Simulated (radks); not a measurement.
Coulomb parameter of the 4f shell of the ytterbium ion Yb+ in the model configuration [Xe] 4f13 5d1 6s1, as a second difference U = [E(n + 0.25) + E(n - 0.25) - 2 E(n)] / (0.25)^2 with all orbitals relaxed. "Bare": the charge of the atom changes with n. "Screened": the 5d shell takes up the change at fixed total charge, which measures U(4f,4f) + U(5d,5d) - 2 U(4f,5d). Method: Dirac Kohn-Sham, PBE, spin-unpolarised, spherical densities, point nucleus; open shells are shared between the two j in proportion to 2j + 1; computed with a radial shooting solver on a logarithmic mesh with Libxc functionals.

| case | configuration | E - E(n) (eV) |
|---|---|---|
| start | [Xe] 4f13 5d1 6s1 | 0.000 |
| bare +0.25 | [Xe] 4f13.25 5d1 6s1 | -3.560 |
| bare -0.25 | [Xe] 4f12.75 5d1 6s1 | 4.573 |
| screened +0.25 | [Xe] 4f13.25 5d0.75 6s1 | -1.898 |
| screened -0.25 | [Xe] 4f12.75 5d1.25 6s1 | 2.239 |

U(bare) = 16.211 eV, U(screened by 5d) = 5.457 eV, against the Slater integral F0(4f,4f) = 34.239 eV with frozen orbitals.
